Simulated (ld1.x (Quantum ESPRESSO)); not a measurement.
## Configuration tests for germanium (TM)

Ge (Z = 32), norm-conserving Troullier–Martins (Kleinman–Bylander form), made with ld1.x (Quantum ESPRESSO) 7.5 (PBE, scalar-relativistic). Core [Ar], reference 3d10 4s1.75 4p2.25. Waves: 4s (bound): rc 1.70 bohr; 4p (bound): rc 1.95 bohr; 3d (bound): rc 1.25 bohr; 4f channel at -0.2 Ry: rc 1.85 bohr. Local part: all-electron potential smoothed inside 1.75 bohr (lloc = -2). Core correction: none.

Energies are relative to the spin-unpolarised reference configuration 3d10 4s1.75 4p2.25; without spin polarisation the order of configurations can differ from experiment.

Question: Give the all-electron excitation energy and the error of the potential for: 3d10 4s2 4p2; 3d10 4s2 4p1; 3d10 4s2 4p0; 3d10 4s2 4p2.3; 3d10 4s1 4p3; 3d10 4s2 4p1.5; 3d9 4s2 4p3.

Answer:

```csv
valence configuration,charge,ΔE all-electron (eV),error AE − PS (meV)
3d10 4s2 4p2,0,-1.968,+0.3
3d10 4s2 4p1,+1,5.476,-0.3
3d10 4s2 4p0,+2,20.915,+2.4
3d10 4s2 4p2.3,-0.3,-2.851,+0.6
3d10 4s1 4p3,0,6.005,+0.5
3d10 4s2 4p1.5,+0.5,0.834,-0.2
3d9 4s2 4p3,0,27.659,-472
```

Levels in the configuration 3d10 4s2 4p2.3:

| level | all-electron (eV) | pseudo (eV) |
| --- | --- | --- |
| 3d | -27.094 | -27.101 |
| 4s | -9.655 | -9.657 |
| 4p | -2.028 | -2.029 |
